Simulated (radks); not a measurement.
The numbers below are computed, except where a source is named.
The calcium ion Ca+ inside a hard spherical wall (all orbitals vanish at R), configuration held at [Ar] 4s1 and not refilled when levels cross. Code: a radial shooting solver on a logarithmic mesh with Libxc functionals. Model: non-relativistic Kohn-Sham, r2SCAN, spin-polarised, spherical densities, point nucleus; open shells are filled with parallel spins first; meta-GGA in the generalised Kohn-Sham scheme. Eigenvalues in eV for spin up, with the zero of energy where the potential of the charges vanishes at infinity; a dash marks a level that is unbound or too diffuse for the functional's potential to be trusted. A positive occupied level is held by the wall or, in an anion where self-interaction has pushed it up, behind a barrier. The pressure on the wall is -dE/dV.

R (bohr)  E (hartree)  kinetic (hartree)    e(2p)    e(3s)    e(3p)   e(4s)  e(3d, empty)  e(4p, empty)  pressure (GPa)
free       -677.30977            676.663  -345.65  -55.267  -35.722  -9.398        -8.213        -6.184               0
20         -677.30977            676.663  -345.65  -55.267  -35.722  -9.398        -8.213        -6.184        < 0.0001
12         -677.30976            676.663  -345.65  -55.265  -35.721  -9.397        -8.212        -6.180        0.000288
10         -677.30957            676.665  -345.64  -55.250  -35.706  -9.386        -8.199        -6.141         0.00658
6          -677.27905            676.838  -344.78  -54.479  -34.956  -8.275        -7.501        -4.053            2.27
4          -677.00485            677.847  -341.84  -52.139  -32.699  -0.180        -4.620         7.144            55.0
3          -676.09922            681.131  -334.88  -47.539  -27.913  21.743         2.002        32.633             495
2          -669.57002            702.481  -301.14  -22.958   -0.879  127.89        33.333        141.68            9870
